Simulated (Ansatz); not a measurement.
One change: `COB(S)Br` becomes `COB(S)O[SiH3]`.

Ansatz, PBE0-D4/def2-TZVP geometries, multiplicity 1. Each molecule was computed in one conformer, which needn't be the lowest.

Scalar relativity is left out up to krypton.

```tsv
property	`COB(S)Br`
LUMO energy (B3LYP/def2-TZVPP) / eV	-0.37
LUMO energy (PBE0/def2-TZVPP) / eV	-0.19
HOMO–LUMO gap (ωB97M-V/def2-TZVPP) / eV	11.96
size of the dipole moment (PBE/def2-TZVPP) / D	1.92
HOMO–LUMO gap (PBE/def2-TZVPP) / eV	5.58
HOMO energy (ωB97M-V/def2-TZVPP) / eV	-10.11
```

(1) Give the same properties after the change, and the shifts. (Best estimate.)

Answers

(1) Ansatz gave: 
```json
{"property": "LUMO energy (B3LYP/def2-TZVPP) / eV", "`COB(S)O[SiH3]`": "-0.25", "shift": "0.12"}
{"property": "LUMO energy (PBE0/def2-TZVPP) / eV", "`COB(S)O[SiH3]`": "-0.03", "shift": "0.16"}
{"property": "HOMO–LUMO gap (ωB97M-V/def2-TZVPP) / eV", "`COB(S)O[SiH3]`": "11.26", "shift": "-0.70"}
{"property": "size of the dipole moment (PBE/def2-TZVPP) / D", "`COB(S)O[SiH3]`": "1.59", "shift": "-0.33"}
{"property": "HOMO–LUMO gap (PBE/def2-TZVPP) / eV", "`COB(S)O[SiH3]`": "5.28", "shift": "-0.30"}
{"property": "HOMO energy (ωB97M-V/def2-TZVPP) / eV", "`COB(S)O[SiH3]`": "-9.64", "shift": "0.47"}
```

With PBE0 the HOMO rises by 0.51 eV and the LUMO rises by 0.16 eV, so the gap narrows by about 0.35 eV. PBE moves the HOMO by 0.53 eV and ωB97M-V by 0.47 eV. Dipoles are sizes alone; their direction can turn.

B3LYP here is the variant with VWN-RPA as its local correlation; programs differ in this.

Spin–orbit coupling is left out; it splits and shifts lone-pair levels of the heavy atoms by tenths of an eV.
